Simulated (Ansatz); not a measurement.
Si5H3. Charge 0, multiplicity 2. Geometry PBE-D4/def2-SVP, that of the charge +1 singlet; atoms count from 1.

Cartesian coordinates in Å:
```
Si -0.886 -1.167 -0.187
Si 0.181 2.438 -0.438
Si -1.977 0.057 1.479
Si 0.331 0.624 1.106
Si 0.381 0.309 -1.394
H -0.770 -2.661 -0.333
H 1.361 0.540 2.195
H 1.379 -0.141 -2.429
```

The structure comes from a short search, and lower isomers may exist.

Estimate the Mulliken populations from the PBE0/def2-TZVP orbitals of Ansatz.


```
atom  charge (e)  spin (α − β)
 Si1        0.03          0.01
 Si2       -0.03          0.37
 Si3       -0.04          0.45
 Si4       -0.02          0.10
 Si5        0.03          0.02
  H6        0.01          0.02
  H7        0.02          0.01
  H8        0.01          0.02
```
Mulliken values and Mayer orders depend strongly on the basis.

Where does the spin sit?

Summed by element: Si 0.95, H 0.05, of 1 unpaired in all. Largest on single atoms: Si3 0.45, Si2 0.37, Si4 0.10.

And the Mayer bond orders between bonded heavy atoms (over 0.3)?

Si1–Si3 1.02 (2.34 Å); Si1–Si4 0.64 (2.52 Å); Si1–Si5 1.09 (2.29 Å); Si2–Si4 0.96 (2.39 Å); Si2–Si5 1.02 (2.34 Å); Si3–Si4 0.92 (2.41 Å); Si4–Si5 0.64 (2.52 Å). Values over 0.3 also appear between atoms too far apart for a bond (Si2–Si3 0.36 at 3.74 Å); they arise where an orbital or an unpaired electron spreads over both atoms.
